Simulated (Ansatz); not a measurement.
Saddle point of SiNH₇SO, closed shell (SiNH₅O ([NH2][SiH2][OH]) + H₂S → SiNH₅S ([NH2][SiH2][SH]) + H₂O; bonds formed: Si1–S7, O2–H6; bonds broken: Si1–O2, H6–S7), PBE0-D4/def2-TZVP structure:

Si1  (-0.309, -0.284, -0.342)
O2  (0.666, 0.751, 0.832)
H3  (0.166, -0.532, -1.722)
H4  (-1.730, -0.233, 0.056)
N5  (0.365, -1.733, 0.376)
H6  (0.631, 1.632, 0.270)
S7  (-0.516, 2.091, -1.186)
H8  (1.533, 0.367, 1.030)
H9  (0.619, -2.483, -0.246)
H10  (0.018, -2.104, 1.248)
H11  (-1.442, 2.527, -0.316)
(Å)

Energies are electronic, without zero-point energy. Barriers and step energies count from the start structure reached by relaxing down the imaginary mode; all methods use the PBE0-D4 structures, on which another method's saddle can fall below an end. Ansatz 0.2.0; basis: def2-TZVPP, with def2-QZVPP for the basis limit; cores frozen in the correlated methods. B3LYP uses VWN-RPA correlation. Extrapolation: Hartree–Fock as exp(−7.88 √X), correlation as X^−2.97.

```csv
method,barrier (kJ/mol),step energy (kJ/mol)
SPW92,78.1,14.5
PBE-D4,108.0,15.2
BLYP-D4,131.6,26.7
r2SCAN-D4,122.6,25.1
B97M-V,138.5,28.4
PBE0-D4,120.4,18.5
B3LYP-D4,140.0,29.0
r2SCAN0-D4,129.4,25.9
BHLYP-D4,?,33.3
CAM-B3LYP-D4,?,35.4
wB97X-V,140.6,29.3
wB97M-V,133.3,28.7
B2PLYP,147.4,35.0
PBE-QIDH,132.7,25.6
RPA on PBE,148.7,35.3
HF,203.6,51.0
MP2,?,29.0
CCSD,155.3,35.4
CCSD(T),144.6,31.7
```

Fill in the withheld barriers. (To be estimated.)

The calculation gives: BHLYP-D4 154.4; MP2 137.8; CAM-B3LYP-D4 146.1 kJ/mol. Each is the energy of the saddle less that of the start structure, by the same method.

For comparison, the barrier by CCSD(T) at an estimated basis limit (MP2 extrapolated from triple and quadruple zeta, plus CCSD(T) − MP2 in triple zeta) is 139.8 kJ/mol.

T1 diagnostic: at most 0.012.

Labels in which every atom is bracketed show which atoms are joined, not bond orders.

For scale, one of the runs: CCSD(T)/def2-TZVPP, 244 basis functions, launched by `ansatz run in.yaml --threads 4 --pin off --events-out ev --progress --plain --max-ram 9574MiB`. Time: 62 s of wall clock on 4 CPU threads of an Intel Xeon Platinum 8259CL; the host was shared. Peak host memory: 4.7 GiB.
